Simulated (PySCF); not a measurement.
Geometry:
| atom | x (Å) | y (Å) | z (Å) |
| --- | --- | --- | --- |
| C1 | 3.098 | -0.032 | -0.360 |
| C2 | 1.913 | 0.092 | -0.472 |
| C3 | 0.476 | 0.222 | -0.582 |
| C4 | -0.115 | 1.186 | 0.475 |
| C5 | -1.490 | 0.627 | 0.760 |
| O6 | -2.250 | 0.305 | -0.389 |
| C7 | -1.579 | -0.727 | 0.215 |
| F8 | -2.324 | -1.691 | 0.797 |
| C9 | -0.252 | -1.133 | -0.394 |
| F10 | -0.393 | -1.780 | -1.592 |
| H11 | 4.139 | -0.131 | -0.279 |
| H12 | 0.221 | 0.575 | -1.587 |
| H13 | -0.151 | 2.209 | 0.102 |
| H14 | 0.478 | 1.165 | 1.391 |
| H15 | -2.056 | 0.940 | 1.626 |
| H16 | 0.279 | -1.819 | 0.278 |

Geometry: GFN2-xTB; GIAO absolute shieldings from PySCF 2.14.0 with density-fitted response routines, gas phase, non-relativistic, averaged over equivalent atoms.

At PBE0/6-31G (102 basis functions, 17 s wall time on 1 thread of an Intel Xeon Platinum 8488C, shared host):
| atoms | σ (ppm) |
| --- | --- |
| C9 | 103.9 |
| C7 | 105.3 |
| C2 | 121.7 |
| C1 | 129.6 |
| C5 | 145.9 |
| C3 | 167.3 |
| C4 | 168.3 |
| O6 | 273.4 |
| F8 | 367.8 |
| F10 | 409.4 |
| H16 | 27.60 |
| H12 | 29.86 |
| H15 | 29.91 |
| H13 | 30.59 |
| H14 | 31.23 |
| H11 | 31.28 |

**Question.** Estimate the result of repeating the calculation with OLYP/6-31G*.

**Answer.** 
```tsv
atoms	σ at OLYP/6-31G*	change
C9	95.8	-8.1
C7	99.0	-6.3
C2	120.5	-1.2
C1	129.8	+0.2
C5	137.6	-8.3
C3	158.0	-9.3
C4	158.9	-9.4
O6	267.9	-5.5
F8	356.8	-11.0
F10	397.0	-12.4
H16	26.82	-0.78
H12	29.56	-0.30
H15	29.36	-0.55
H13	30.23	-0.36
H14	30.71	-0.52
H11	31.19	-0.09
```

The largest change is at F10 (fluorine on an sp3 carbon). Cost: 152 basis functions, 27 s wall time on 1 thread of an Intel Xeon Platinum 8488C, shared host. The order of the carbon signals is the same at both levels.
